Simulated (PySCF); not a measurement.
# Relaxation of triplet AuH3

Computed with UPBE0 in PySCF with Au def2-TZVP with ECP60, H def2-TZVP; scalar-relativistic core potentials, no spin–orbit coupling; density-fitted integrals. A (50,194) grid was used.

A hand-made T-shaped start, of C2v symmetry, held to at least that symmetry:

```xyz
4
charge 0 multiplicity 3, angstrom
Au    0.0000    0.0000   -0.0084
H     0.0000    0.0000    1.5516
H     1.5590    0.0000    0.0460
H    -1.5590    0.0000    0.0460
```

Optimiser trace:
| step | E − E(last) (kJ/mol) | largest gradient (Eh/bohr) |
| --- | --- | --- |
| 0 | 120.82 | 0.04050 |
| 1 | 98.09 | 0.01831 |
| 2 | 90.75 | 0.00569 |
| 3 | 88.37 | 0.01115 |
| 4 | 83.03 | 0.03464 |
| 5 | 77.26 | 0.03421 |
| 6 | 50.90 | 0.03409 |
| 7 | 4.34 | 0.01809 |
| 8 | 0.80 | 0.00830 |
| 9 | 0.21 | 0.00307 |
| 10 | 0.01 | 0.00060 |
| 11 | 0.00 | 0.00013 |
| 12 | 0.00 | 0.00002 |

It ends at D3h with Au–H 1.649 Å (×3); H–Au–H 120.0° (×3). A frequency run shows 1 imaginary mode, down to 169i cm⁻¹, so it is a saddle point. Other isomers or separated fragments may lie lower.

Other spin states or occupations of the open shell can lie lower. At this level a singlet minimum of C2v symmetry lies 276 kJ/mol below this structure. Spin–orbit coupling, left out here, can matter for elements this heavy.

The relaxation took roughly 30 core-seconds on a shared host.
